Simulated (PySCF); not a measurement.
All values below come from PBE-D3(BJ)/def2-TZVP run with PySCF. Isolated molecules, 0 K electronic values unless said otherwise. One relaxed conformer stands for a flexible species; it need not be the lowest. Excitations are Tamm–Dancoff values on a coarser integration grid. The basis has no diffuse functions, so Rydberg states are missing or too high.

Reference species (SMILES): `C1C=C[SiH2]C=1N` (neutral, multiplicity 1).

| Property | Result |
|---|---|
| S1 excitation (TDA) | 3.76 eV |
| brightest of the four lowest singlets (TDA) | 3.76 eV |
| LUMO | -1.85 eV |

Changed species: `NC1=C[SiH2]C=C1`.

### Question
What does the change do to the S1 excitation (TDA), brightest of the four lowest singlets (TDA) and LUMO?

### Answer
the S1 excitation (TDA) falls by 0.11 eV, to 3.65 eV; the brightest of the four lowest singlets (TDA) rises by 1.74 eV, to 5.50 eV; the LUMO falls by 0.16 eV, to -2.01 eV.
